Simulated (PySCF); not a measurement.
Coordinates in bohr (charge 0 multiplicity 1):
```
Be    0.0000    0.0000    0.0000
I     0.0000    0.0000    4.1030
I     0.0000    0.0000   -4.1030
```

Method: PySCF, PBE, basis Be def2-TZVP, I def2-TZVP with ECP28 (scalar-relativistic core potentials, no spin–orbit coupling, density fitting).

This geometry of BeI2 is a stationary point at this level.

(1) What is the point group?

(2) Is it a minimum?

(3) List the harmonic modes with their infrared intensities.

(4) What are the dipole moment and the gap between the highest occupied and lowest empty levels?

Results:

(1) D∞h.

(2) Yes: all harmonic wavenumbers are real.

(3) 
| symmetry | ω (cm⁻¹) | IR (km/mol, summed over degenerate members) |
| --- | --- | --- |
| σg+ | 164 | 0.0 |
| πu | 171 | 15.8 |
| σu+ | 863 | 363 |

(4) 0.00 D and 5.10 eV.
